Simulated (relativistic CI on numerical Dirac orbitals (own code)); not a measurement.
Magnetism of Co²⁺, 3d7, in a crystal field

Calculated by Dirac-Coulomb-Breit CI, separate exchange-only KLI orbitals for each configuration, model QED (radiative potential, 1s self-energy scaled to tabulated hydrogen-like ionisation energies), valence Slater integrals scaled by 0.8, one configuration in a parametric crystal field (own radial code).

Field parameters in Wybourne normalisation: Oh B⁴₀ = 21Dq, B⁴₄ = √(5/14) B⁴₀. The field is a parameter set, without covalency.

S is read from ⟨S²⟩ = S(S + 1).

Powder χT (cm³ K mol⁻¹) by Van Vleck's formula, with temperature-independent terms:

```
                Field    2 K    5 K   10 K   20 K   50 K  100 K  200 K  300 K
 Oh, 10Dq = 3250 cm⁻¹   2.08   2.12   2.18    2.3   2.67   3.25   3.87   4.06
Oh, 10Dq = 16250 cm⁻¹   1.78   1.81   1.86   1.97   2.28   2.76   3.23    3.3
Oh, 10Dq = 18850 cm⁻¹  0.552  0.554  0.557  0.564  0.585  0.622  0.746  0.937
Oh, 10Dq = 21450 cm⁻¹  0.429  0.429   0.43  0.432  0.437  0.446  0.465  0.483
Oh, 10Dq = 24050 cm⁻¹  0.414  0.415  0.416  0.417  0.422  0.429  0.444   0.46
Oh, 10Dq = 26650 cm⁻¹  0.408  0.409  0.409  0.411  0.415  0.421  0.435  0.448
Oh, 10Dq = 29250 cm⁻¹  0.404  0.405  0.405  0.407   0.41  0.416  0.429  0.441
Oh, 10Dq = 31850 cm⁻¹  0.402  0.402  0.403  0.404  0.407  0.413  0.424  0.435
```

(1) For Oh, 10Dq = 29250 cm⁻¹: what effective moment follows at 300 K?

Results:

(1) μ_eff = √(8χT) = 1.88 μB. The ground level has S = 0.51; the spin-only moment for S = 1/2 is 1.73 μB. The difference comes from the orbital moment, spin-orbit mixing of terms and temperature-independent paramagnetism, all larger in this ionic model than in covalent complexes.
